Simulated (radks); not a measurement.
Values are calculated unless marked as measured or tabulated.
Task: Ionisation of the osmium ion Os3+, [Xe] 4f14 5d5, to Os4+, [Xe] 4f14 5d4, under several functionals. Dirac Kohn-Sham, spin-unpolarised, spherical densities, finite nucleus; open shells fill j = l - 1/2 first; a radial shooting solver on a logarithmic mesh with Libxc functionals. Known Delta-SCF values: HCTH/407 41.025 eV. What does RPBE give, and what is its highest occupied eigenvalue?

Result: 40.535 eV by Delta-SCF; the 5d5/2 eigenvalue is -34.097 eV. NIST: 41 eV (theoretical).

Beside tabulated values, note that spin-unpolarised runs miss the spin-polarisation part of the exchange energy of open shells.
